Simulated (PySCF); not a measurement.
# Assignment exercise: C5H4F3P

Geometry (Å), atoms numbered from 1 in this order:
```xyz
13

F    -1.367   -0.905    2.310
C    -1.618   -0.379    1.096
F    -2.454   -1.227    0.479
F    -2.322    0.749    1.326
C    -0.378   -0.114    0.325
C    -0.029   -0.707   -0.837
C     1.235   -0.253   -1.345
C     1.837    0.670   -0.569
P     0.948    0.940    0.977
H    -0.637   -1.432   -1.353
H     1.631   -0.620   -2.278
H     2.791    1.123   -0.776
H     0.358    2.156    0.627
```

No solvent model, relativity neglected, averaged over atoms made equivalent by symmetry, fast rotation or ring inversion, a single conformation. Structure optimised with GFN2-xTB; shieldings: GIAO PBE0/pcSseg-1; PySCF 2.14.0 with density-fitted response routines.

References, each an isolated molecule treated in the same way: $^{13}$C (σref 186.93), $^{1}$H (σref 31.72) vs TMS.

Problem. Assign these signals to the numbered atoms. $^{13}$C{$^{1}$H} NMR (computed): δ 148.7, 148.6, 148.4, 146.5, 133.2.

Solution. 
| δ (ppm) | atoms | environment | reason |
| --- | --- | --- | --- |
| 148.7 | C5 | unsaturated ring carbon | – |
| 148.6 | C6 | unsaturated ring CH | – |
| 148.4 | C8 | unsaturated ring CH | – |
| 146.5 | C7 | unsaturated ring CH | – |
| 133.2 | C2 | CF3 carbon | 3 electronegative neighbours deshield it |

C5 and C6; C6 and C8; C8 and C7 lie closer than the usual error of such a calculation, so a measured spectrum could show them in the other order.

Problem. Assign these signals to the numbered atoms. $^{1}$H NMR (300 MHz, computed): δ 7.79 (m, 1H), 7.41 (m, 1H), 7.35 (m, 1H), 5.29 (m, 1H).

Solution. 
| δ (ppm) | atoms | environment | reason |
| --- | --- | --- | --- |
| 7.79 | H10 | hydrogen on a unsaturated ring CH | – |
| 7.41 | H11 | hydrogen on a unsaturated ring CH | – |
| 7.35 | H12 | hydrogen on a unsaturated ring CH | – |
| 5.29 | H13 | hydrogen on a ring phosphorus | – |

H11 and H12 lie closer than the usual error of such a calculation, so a measured spectrum could show them in the other order.

Splittings by $^{19}$F and $^{31}$P in the carbon and heteronuclear signals aren't shown, as no couplings were computed. Shifts are as computed. Against solution values, carbons near 30 ppm lie about +3 ppm off and those near 130 ppm about +5 ppm. Of 1211 compounds with measured shifts, 218 miss one by over three times the rms of a fit or turn the order of signals round; such compounds aren't used in these exercises. Multiplicities follow the n + 1 count of equivalent neighbours, as no J values were calculated; m marks all less simple cases, F and P coupling included.
